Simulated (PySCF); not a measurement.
ZnF2, SMILES [F][Zn][F]. Geometry optimised at B3LYP-D3(BJ)/def2-TZVP. The isomer is the one that the SMILES or the coordinates give; other isomers of the formula were not compared.

Computed equilibrium geometry at B3LYP-D3(BJ)/def2-TZVP (PySCF confirms it by a frequency run) as Cartesian coordinates in Å, and its point group:
point group D∞h.
```xyz
3

Zn     0.0000     0.0000     0.0000
F      0.0000     0.0000    -1.7405
F      0.0000     0.0000     1.7405
```
